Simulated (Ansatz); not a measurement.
The cluster V₂N₂ (the lowest singlet isomer of a short search) was relaxed with PBE-D4 (def2-SVP) in Ansatz in these states: neutral quintet, neutral singlet, neutral triplet. The geometries follow in no particular order.

A:

```xyz
4

V    -0.712    0.844   -0.568
V    -0.657   -0.369    0.987
N     0.965    0.246    0.158
N     0.404   -0.722   -0.577
```

B:

```xyz
4

V     0.2507    0.2479   -1.1464
V    -1.1644    0.2478    0.1463
N     0.6239    0.4287    0.6828
N     0.2898   -0.9245    0.3173
```

C:

```xyz
4

V     0.4667    1.2030    0.1786
V     0.8828   -0.9325   -0.2193
N    -0.7188   -0.0176   -0.6571
N    -0.6307   -0.2529    0.6979
```

Problem. Judge from the bond lengths which geometry belongs to which state (an estimate).

Solution. A is the neutral triplet (V1–V2 1.973 Å, N3–N4 1.339 Å, V2–N4 1.923 Å); B is the neutral singlet (V1–V2 1.917 Å, N3–N4 1.441 Å, V2–N4 1.876 Å); C is the neutral quintet (V1–V2 2.212 Å, N3–N4 1.378 Å, V2–N4 1.896 Å).

At PBE0-D4/def2-TZVP a broken-symmetry singlet lies 0.06 eV below the neutral quintet. These are the stationary points nearest to one start from a short search; other shapes may lie lower in each state.
